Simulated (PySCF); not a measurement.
**Mg (magnesium, neutral) across methods**

[Ne] 3s2, closed-shell 1S. Calculation: PySCF 2.14, in x2c-TZVPPall; scalar relativity by spin-free X2C-1e.

```csv
method,E (hartree),mean ε 2s (eV),mean ε 2p (eV),mean ε 3s (eV),Σ⟨r²⟩ (bohr²),⟨S²⟩
M06-L,-200.3585,-83.540,-47.877,-4.662,27.08,0.000
TPSSh,-200.3845,-83.365,-48.623,-5.041,28.53,0.000
r2SCAN,-200.3427,-82.955,-48.073,-4.820,28.55,0.000
PBE0,-200.2709,-85.856,-50.721,-5.433,28.29,0.000
TPSS,-200.3910,-81.084,-47.026,-4.756,28.50,0.000
UHF,-199.91293,-102.83,-62.034,-6.894,29.53,0.000
PBE,-200.2545,-79.851,-46.638,-4.706,28.15,0.000
LDA,-199.4283,-79.299,-46.768,-4.779,27.88,0.000
```

Q: Estimate the same row for r2SCANh.

A: E (hartree) = -200.3408; mean ε 2s (eV) = -84.971; mean ε 2p (eV) = -49.540; mean ε 3s (eV) = -5.087; Σ⟨r²⟩ (bohr²) = 28.54; ⟨S²⟩ = 0.000.
